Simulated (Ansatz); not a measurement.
```yaml
crystal:
  periodic: [false, false, false]
  atoms:
    - {symbol: C, position_ang: [-0.731593, -1.226414, -1.262731]}
    - {symbol: N, position_ang: [-0.154939, -1.590112, 0.002497]}
    - {symbol: C, position_ang: [0.162680, -2.991419, 0.082017]}
    - {symbol: Sn, position_ang: [0.093577, -0.428766, 1.662777]}
    - {symbol: N, position_ang: [0.193573, 1.396032, 0.753337]}
    - {symbol: C, position_ang: [-0.072822, 2.575647, 1.533344]}
    - {symbol: C, position_ang: [0.618837, 1.704176, -0.584503]}
    - {symbol: H, position_ang: [-0.015829, -1.312637, -2.095885]}
    - {symbol: H, position_ang: [-1.103936, -0.201726, -1.243489]}
    - {symbol: H, position_ang: [-1.580960, -1.883168, -1.505623]}
    - {symbol: H, position_ang: [-0.712778, -3.621500, -0.137734]}
    - {symbol: H, position_ang: [0.952556, -3.278813, -0.629026]}
    - {symbol: H, position_ang: [0.518869, -3.254913, 1.083586]}
    - {symbol: H, position_ang: [0.791566, 3.256998, 1.551137]}
    - {symbol: H, position_ang: [-0.310547, 2.313142, 2.569686]}
    - {symbol: H, position_ang: [-0.926425, 3.149061, 1.140108]}
    - {symbol: H, position_ang: [1.455662, 2.419223, -0.571068]}
    - {symbol: H, position_ang: [0.961029, 0.808053, -1.102999]}
    - {symbol: H, position_ang: [-0.180220, 2.162635, -1.188832]}
basis:
  gaussian: {orbitals: def2-TZVPP, fitting: {mean_field: cc-pVTZ-jkfit}}
total_charge: 1
magnetization: {spin_polarized: false, initial_magnetization: 1}
hamiltonian: {xc: {name: CAM-B3LYP}, dispersion: d3bjatm}
accuracy: high
output: {forces: true}
```

```sh
$ ansatz run in.yaml --threads 2 --pin off --events-out ev --progress --plain --max-ram 32768MiB --backend cuda --devices 0, --max-vram 18GiB
```

Question: How does Ansatz answer? (An estimate is asked.)

Answer: Ansatz gave: The program refused the input.
```
Functional definition: CAM-B3LYP
Error: <dir> the basis set cc-pVTZ-JKFIT has no functions for Sn
```
